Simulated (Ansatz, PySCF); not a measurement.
Complex: HBr (SMILES Br) (first 2 atoms) with H2Se (SMILES [SeH2]); geometry from B3LYP-D3(BJ)/def2-TZVP.
(charge 0, multiplicity 1):
```xyz
5

Br    -0.33061     0.13122    -0.57025
H     -0.35182     0.14658     0.87493
Se    -0.23329     0.11284     3.38916
H      0.32177    -1.24803     3.33192
H      1.11250     0.70213     3.31915
```

Monomers are frozen at their geometry in the pair; levels with a basis set take the counterpoise correction. Rows marked so take none.

Rows in 6-31G* carry no dispersion term and start afresh at each structure (6-31G* with six Cartesian d functions); the Pople sets are all-electron and without relativity.

The values were computed with Ansatz (a first-principles code); PySCF for 6-31G* rows, the dispersion terms. 

```
level                          interaction energy (kJ/mol)
-----------------------------  ---------------------------
HF/6-31G* (no counterpoise)                           -1.2
HF/aug-cc-pVTZ                                         0.9
PBE-D3(BJ)/def2-TZVPPD                               -19.8
PBE-D4/def2-TZVPPD                                   -19.7
BLYP-D3(BJ)/def2-TZVPPD                              -17.6
BP86/6-31G* (no counterpoise)                        -15.0
B3LYP-D4/def2-TZVPPD                                 -15.5
BHLYP-D3(BJ)/def2-TZVPPD                             -14.3
CAM-B3LYP-D4/def2-TZVPPD                               [?]
```

**Question.** What belongs in the gaps?

**Answer.** 
- CAM-B3LYP-D4/def2-TZVPPD, interaction energy (kJ/mol): -13.7
